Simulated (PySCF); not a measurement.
CH5BFNO. Atoms are numbered in the order given.

```xyz
10

B      0.1867     0.2132     0.5099
F      0.8803    -0.0812     1.6208
N      0.0558    -0.7978    -0.4684
C     -0.6319    -0.7314    -1.7330
H      0.4963    -1.6889    -0.2654
H     -1.4645    -1.4548    -1.8041
H      0.0403    -0.9085    -2.5922
H     -1.0698     0.2691    -1.8768
O     -0.3296     1.4725     0.4322
H     -0.8208     1.6413    -0.3782
```

Geometry: r2SCAN-D4/def2-SVP. The structure was generated by enumeration, and PubChem lists no compound with its InChIKey, so it may never have been made. The values are those of a single conformer.

Computed with PBE/def2-TZVP in PySCF.

Atomic charges (e):

```json
[
 {"atom": "B1", "Löwdin": "-1.08", "Mulliken": "0.31"},
 {"atom": "F2", "Löwdin": "0.32", "Mulliken": "-0.24"},
 {"atom": "N3", "Löwdin": "0.14", "Mulliken": "?"},
 {"atom": "C4", "Löwdin": "-0.32", "Mulliken": "?"},
 {"atom": "H5", "Löwdin": "0.20", "Mulliken": "?"},
 {"atom": "H6", "Löwdin": "0.12", "Mulliken": "0.13"},
 {"atom": "H7", "Löwdin": "0.12", "Mulliken": "0.13"},
 {"atom": "H8", "Löwdin": "0.12", "Mulliken": "0.08"},
 {"atom": "O9", "Löwdin": "0.20", "Mulliken": "-0.38"},
 {"atom": "H10", "Löwdin": "0.20", "Mulliken": "?"}
]
```

Task: Complete the blanks. (The exact figures need the calculation; the answer reports its results.)

Result: 
- N3, Mulliken: -0.28
- C4, Mulliken: -0.26
- H5, Mulliken: 0.21
- H10, Mulliken: 0.30

Computed Mayer and Wiberg (Löwdin basis) orders of the bonds:
| bond | Mayer | Wiberg |
|---|---|---|
| B1–F2 | 1.17 | 2.03 |
| B1–N3 | 1.30 | 1.67 |
| N3–C4 | 0.96 | 1.36 |
| N3–H5 | 0.91 | 0.83 |
| C4–H6 | 0.96 | 0.92 |
| C4–H7 | 0.96 | 0.92 |
| C4–H8 | 0.97 | 0.90 |
| B1–O9 | 1.34 | 1.99 |
| O9–H10 | 0.88 | 0.95 |
